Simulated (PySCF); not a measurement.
**Computed properties of H₅W, SMILES [WH5+]**

H5W, SMILES [WH5+] (connectivity only; charge and spin as stated), charge +1, multiplicity 1. Geometry optimised at B3LYP-D3(BJ)/def2-TZVPD. The multiplicity is an assumed one; other spin states were not compared. The def2 effective core potentials stand for the cores of W; spin–orbit coupling is left out. One conformer was computed; it need not be the lowest. All values are computed for the isolated molecule unless a solvent is named; none is compared with measurement here.

**Structure.** The optimised structure has C2v symmetry. All 12 harmonic modes at B3LYP-D3(BJ)/def2-TZVPD (PySCF) are real, so it is a minimum.

**Vibrations.** The strongest infrared lines (harmonic, unscaled, degenerate partners summed) lie at 948 cm⁻¹ (82 km/mol, H 100 %), 288 cm⁻¹ (63 km/mol, H 98 %), 942 cm⁻¹ (58 km/mol, H 100 %). The softest mode is at 283 cm⁻¹ and the zero-point energy is 22.4 kcal/mol.

**Electronic structure.** M06-2X/def2-TZVPD (PySCF) places the frontier levels at -16.53 and -9.33 eV, a gap of 7.20 eV and a mean polarisability of 40.1 bohr³. PBE/def2-TZVPD (PySCF) at the same geometry gives -13.98 and -12.02 eV, so its gap is 5.24 eV narrower. An orbital gap is neither the optical nor the fundamental gap.

**Excitations.** TDDFT-M06-2X/def2-TZVPD (PySCF) has S1 at 2.32 eV (535 nm, f = 0.000, dark); the most intense of the 10 singlets computed lies at 4.80 eV (f = 0.06). T1 (TDA) is at 1.62 eV. TDDFT-PBE/def2-TZVPD (PySCF) puts S1 at 2.24 eV.
